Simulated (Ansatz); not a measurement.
Reaction (atomization): `N[SiH2]C[SiH](N)F` → C• + F• + 9 H• + 2 N• + 2 Si•

Program: Ansatz. Geometries: PBE0-D4/def2-TZVP. ΔE: electronic, gas phase. CBS: MP2 limit from def2 TZ/QZ plus the TZ coupled-cluster correction, frozen cores. This one scheme is used for every species, atoms too. DFT in def2-TZVPP. B3LYP here is the variant with VWN-RPA as its local correlation; programs differ in this. No spin–orbit coupling; open shells (•) take unrestricted orbitals. Spin–orbit coupling would lower the free atoms: a little for C, F, Si. Each species was taken in one conformer, which may not be the lowest.

CCSD(T)/CBS gives +56.38 eV.

(1) Another level gave +55.97 eV. Which?
A. r2SCAN/def2-TZVPP
B. PBE0/def2-TZVPP
C. CCSD(T)/def2-TZVPP
D. B3LYP/def2-TZVPP

Largest T1 diagnostic among the species: 0.012.

Answers

(1) A. r2SCAN 55.97, PBE0 55.57, B3LYP 55.72, CCSD(T)/def2-TZVPP 54.69 eV.

In def2-TZVPP, CCSD(T) changes the Hartree–Fock value by +13.99 eV (the triples alone add +0.72 eV) and MP2 by +14.63 eV; breaking electron pairs costs correlation energy, which Hartree–Fock lacks. The D4 term adds +0.61 eV with B3LYP and +0.32 eV with PBE0; it sums over pairs of atoms, weighted by their polarisabilities, and B3LYP, whose exchange is more repulsive, gets the larger term. From PBE to PBE0 (25 % exact exchange), in def2-TZVPP and without D4, ΔE moves by −0.75 eV: exact exchange takes away binding that semilocal exchange gives to molecules.

For atomizations the MP2-based limit and the directly extrapolated one differ by several kJ/mol either way, and by 10 to 25 for some Ge, Se and Sn compounds, so smaller differences from it don't rank the levels.
